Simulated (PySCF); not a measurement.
Compound: C7H10Cl2.
Bonds: Cl1–C2, C2–C3, C3–Cl4, C3–C5 (double), C5–C6, C6–C7, C7–C8, C8–C9, C5–C9. Hydrogens: H10, H11 on C2; H12, H13 on C6; H14, H15 on C7; H16, H17 on C8; H18, H19 on C9.

The same species was optimised twice, with GFN2-xTB and with PBE0-D3(BJ)/def2-SVP (PySCF), and the same property calculations (PySCF, gas phase) were run on both structures.

```tsv
coordinate	GFN2-xTB	PBE0-D3(BJ)/def2-SVP	change
C3=C5 (Å)	1.329	1.339	+0.010
C5–C9 (Å)	1.504	1.513	+0.009
C5–C6 (Å)	1.500	1.506	+0.006
C2–C3 (Å)	1.488	1.485	-0.003
C6–C7 (Å)	1.529	1.531	+0.002
C8–C9 (Å)	1.531	1.532	+0.001
C3–Cl4 (Å)	1.742	1.742	0.000
C7–C8 (Å)	1.527	1.528	+0.001
C5–C9–C8 (°)	104.2	103.7	-0.5
C3–C5–C9 (°)	124.5	124.8	+0.3
C6–C5–C9 (°)	109.7	109.4	-0.3
C7–C8–C9 (°)	103.8	103.5	-0.3
Cl4–C3–C5 (°)	120.1	120.3	+0.2
C5–C6–C7 (°)	104.1	104.3	+0.2
C2–C3–Cl4 (°)	114.9	114.7	-0.2
C2–C3–C5 (°)	125.1	125.0	-0.1
Cl1–C2–C3–Cl4 (°)	-103	-83	+20
```

Rotational constants: A = 1472, B = 842.7, C = 576.3 MHz (GFN2-xTB) against A = 1617, B = 767.0, C = 562.1 MHz (PBE0-D3(BJ)/def2-SVP). Point groups within 0.08 Å: C1 and C1. Atoms that the bonding makes alike are paired by their places after alignment. End groups have turned between the structures, so Cl1, H10, H11 are left out of the comparison.

On the GFN2-xTB structure: HOMO (eV) -6.93 [PBE0/pcSseg-1]; LUMO (eV) -0.66 [PBE0/pcSseg-1]; dipole (D) 2.66 [PBE0/pcSseg-1]; GIAO shielding of Cl1 (ppm) 823.1 [PBE0/pcSseg-1]; GIAO shielding of C2 (ppm) 132.6 [PBE0/pcSseg-1]; GIAO shielding of C3 (ppm) 53.8 [PBE0/pcSseg-1]; GIAO shielding of Cl4 (ppm) 692.0 [PBE0/pcSseg-1]; GIAO shielding of C5 (ppm) 28.2 [PBE0/pcSseg-1]; GIAO shielding of C6 (ppm) 148.2 [PBE0/pcSseg-1]; GIAO shielding of C7 (ppm) 157.0 [PBE0/pcSseg-1]; GIAO shielding of C8 (ppm) 155.6 [PBE0/pcSseg-1].

Question: What do these properties become on the PBE0-D3(BJ)/def2-SVP structure?

Answer: 
| property | level | on GFN2-xTB | on PBE0-D3(BJ)/def2-SVP | change |
| --- | --- | --- | --- | --- |
| HOMO (eV) | PBE0/pcSseg-1 | -6.93 | -6.96 | -0.03 |
| LUMO (eV) | PBE0/pcSseg-1 | -0.66 | -0.72 | -0.06 |
| dipole (D) | PBE0/pcSseg-1 | 2.66 | 3.13 | +0.47 |
| energy, GFN2-xTB geometry as zero (kcal/mol) | PBE0/pcSseg-1 | 0.0 | -1.1 | -1.1 |
| GIAO shielding of Cl1 (ppm) | PBE0/pcSseg-1 | 823.1 | 821.8 | -1.3 |
| GIAO shielding of C2 (ppm) | PBE0/pcSseg-1 | 132.6 | 131.7 | -0.9 |
| GIAO shielding of C3 (ppm) | PBE0/pcSseg-1 | 53.8 | 51.1 | -2.7 |
| GIAO shielding of Cl4 (ppm) | PBE0/pcSseg-1 | 692.0 | 708.7 | +16.7 |
| GIAO shielding of C5 (ppm) | PBE0/pcSseg-1 | 28.2 | 27.2 | -1.0 |
| GIAO shielding of C6 (ppm) | PBE0/pcSseg-1 | 148.2 | 147.7 | -0.5 |
| GIAO shielding of C7 (ppm) | PBE0/pcSseg-1 | 157.0 | 155.4 | -1.6 |
| GIAO shielding of C8 (ppm) | PBE0/pcSseg-1 | 155.6 | 154.0 | -1.6 |

The heavy atoms differ by 0.138 Å rms after alignment (one structure mirrored). Among the bonds compared C3=C5 and C5–C9 change most and about equally (+0.009 to +0.010 Å). Changes are differences of the printed values. Neither structure is proved a minimum here.
